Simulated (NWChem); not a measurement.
GaH2Cl; SMILES [Cl][GaH2]

Computed with NWChem. The geometry was optimised at B3LYP/6-31G* (spherical d). Level: PBE0/aug-cc-pVDZ; rows give the wavelength of the field.

Question: Among these, which field gives the highest value of “anisotropy (bohr³)”?
(A) 1065 nm
(B) static
(C) 589 nm

Answer: C, 589 nm. Values: static 17.6; 1065 nm 18.0; 589 nm 18.8
